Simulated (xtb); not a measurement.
HKO, triplet, at the geometry of the source list (GFN-xTB shapes and energies of metal compounds can be far from the true ones) (a higher spin typed on purpose: for a closed-shell molecule this is an excited state); GFN1-xTB run with xtb.

Input for xtb:
```
$ xtb mol.xyz --gfn 1 --uhf 2 --hess --json

# file mol.xyz
3

K     -1.19540000    -0.72060000    -0.97020000
O      0.41450000    -0.04720000     0.31440000
H      0.78090000     0.76790000     0.65580000
```

It wrote (shortened):

```
   ID    Z sym.   atoms
    1   19 K      1
    2    8 O      2
    3    1 H      3

           -------------------------------------------------
          |                Calculation Setup                |
           -------------------------------------------------

           -------------------------------------------------
          |                 G F N 1 - x T B                 |
           -------------------------------------------------

          ...................................................
          :                      SETUP                      :
          :.................................................:
          :  # basis functions                  10          :
          :  # atomic orbitals                  10          :
          :  # shells                            6          :
          :  # electrons                         8          :
          :  # halogen bonds                     0          :
          :  max. iterations                   250          :
          :  Hamiltonian                  GFN1-xTB          :
          :  restarted?                      false          :
          :  GBSA solvation                  false          :
          :  PC potential                    false          :
          :  electronic temp.          300.0000000     K    :
          :  accuracy                    1.0000000          :
          :  -> integral cutoff          0.2500000E+02      :
          :  -> integral neglect         0.1000000E-07      :
          :  -> SCF convergence          0.1000000E-05 Eh   :
          :  -> wf. convergence          0.2000000E-04 e    :
          :  Broyden damping             0.4000000          :
          :  net charge                          0          :
          :  unpaired electrons                  2          :
          ...................................................

 iter      E             dE          RMSdq      gap      omega  full diag
   1     -4.9807797 -0.498078E+01  0.888E+00    1.88       0.0  T
   2     -5.3148817 -0.334102E+00  0.303E+00    1.51       1.0  T
   3     -5.3167013 -0.181964E-02  0.177E+00    1.30       1.0  T
   4     -5.3167482 -0.469261E-04  0.340E-01    1.22       1.0  T
   5     -5.3167689 -0.206117E-04  0.440E-02    1.24       1.3  T
   6     -5.3167721 -0.326118E-05  0.263E-02    1.23       2.2  T
   7     -5.3167736 -0.153144E-05  0.342E-03    1.23      16.9  T
   8     -5.3167737 -0.576221E-08  0.225E-03    1.23      25.7  T
   9     -5.3167737 -0.901289E-08  0.282E-06    1.23   20506.8  T
  10     -5.3167737 -0.124345E-13  0.531E-08    1.23  100000.0  T

   *** convergence criteria satisfied after 10 iterations ***

 transition dipole moment (au) for excitation:           4           5
     X       Y       Z
   0.1373  -0.1701   0.0927  total (au/Debye):    0.237   0.604
 dE (eV)             :    9.857
 oscillator strength :  0.19257E-01

         :::::::::::::::::::::::::::::::::::::::::::::::::::::
         ::                     SUMMARY                     ::
         :::::::::::::::::::::::::::::::::::::::::::::::::::::
         :: total energy              -5.294445859529 Eh    ::
         :: gradient norm              0.036082667325 Eh/a0 ::
         :: HOMO-LUMO gap              1.232614134254 eV    ::
         ::.................................................::
         :: SCC energy                -5.316773664523 Eh    ::
         :: -> electrostatic           0.015603961784 Eh    ::
         :: repulsion energy           0.022601628443 Eh    ::
         :: dispersion energy         -0.000273823449 Eh    ::
         :: halogen bond corr.         0.000000000000 Eh    ::
         :: add. restraining           0.000000000000 Eh    ::
         :: total charge              -0.000000000000 e     ::
         :::::::::::::::::::::::::::::::::::::::::::::::::::::

           -------------------------------------------------
          |                Numerical Hessian                |
[...]
   9:******
 Raman intensities (Ä⁴*amu⁻¹)
   1:  0.00   2:  0.00   3:  0.00   4:  0.00   5:  0.00   6:  0.00   7:  0.00   8:  0.00
   9:  0.00
 output can be read by thermo (or use thermo option).
 writing <g98.out> molden fake output.
 recommended (thermochemical) frequency scaling factor: 1.0
           -------------------------------------------------
          |             Thermodynamic Functions             |
           -------------------------------------------------

cs  symmetry found (for desy threshold:  0.10E+00) used in thermo

          ...................................................
          :                      SETUP                      :
          :.................................................:
          :  # frequencies                           2      :
          :  # imaginary freq.                       1      :
          :  linear?                             false      :
          :  only rotor calc.                    false      :
          :  symmetry                               cs      :
          :  rotational number                       1      :
          :  scaling factor                  1.0000000      :
          :  rotor cutoff                   50.0000000 cm⁻¹ :
          :  imag. cutoff                  -20.0000000 cm⁻¹ :
          :.................................................:

    mode    ω/cm⁻¹     T·S(HO)/kcal·mol⁻¹    T·S(FR)/kcal·mol⁻¹   T·S(vib)
   ------------------------------------------------------------------------
       1    298.85    -0.42436 ( 99.92%)    -0.52647 (  0.08%)    -0.42444
   ------------------------------------------------------------------------

   temp. (K)  partition function   enthalpy   heat capacity  entropy
                                   cal/mol     cal/K/mol   cal/K/mol   J/K/mol
 298.15  VIB   1.31                  264.560      1.675      1.424
         ROT  0.264E+04              888.752      2.981     18.638
         INT  0.346E+04             1153.312      4.656     20.062
         TR   0.407E+27             1481.254      4.968     37.978
         TOT                        2634.5661     9.6244    58.0398   242.8387

       T/K    H(0)-H(T)+PV         H(T)/Eh          T*S/Eh         G(T)/Eh
   ------------------------------------------------------------------------
    298.15    0.419845E-02    0.130987E-01    0.275766E-01   -0.144779E-01
   ------------------------------------------------------------------------

         :::::::::::::::::::::::::::::::::::::::::::::::::::::
         ::                  THERMODYNAMIC                  ::
         :::::::::::::::::::::::::::::::::::::::::::::::::::::
         :: total free energy          -5.308923794392 Eh   ::
         ::.................................................::
         :: total energy               -5.294445859529 Eh   ::
         :: zero point energy           0.008900218929 Eh   ::
         :: G(RRHO) w/o ZPVE           -0.023378153792 Eh   ::
         :: G(RRHO) contrib.           -0.014477934863 Eh   ::
         :::::::::::::::::::::::::::::::::::::::::::::::::::::
imag cut-off (cm-1) :    5.00
 found            1  significant imaginary frequency
 writing imag mode distorted coords to xtbhess.xyz
 for further optimization.

           -------------------------------------------------
          | TOTAL ENERGY               -5.294445859529 Eh   |
          | TOTAL ENTHALPY             -5.281347192210 Eh   |
          | TOTAL FREE ENERGY          -5.308923794392 Eh   |
          | GRADIENT NORM               0.036082667488 Eh/α |
          | HOMO-LUMO GAP               1.232614138201 eV   |
           -------------------------------------------------
########################################################################
[WARNING] Runtime exception occurred
-1- hessian_numhess: Hessian on incompletely optimized geometry!
########################################################################

normal termination of xtb
```
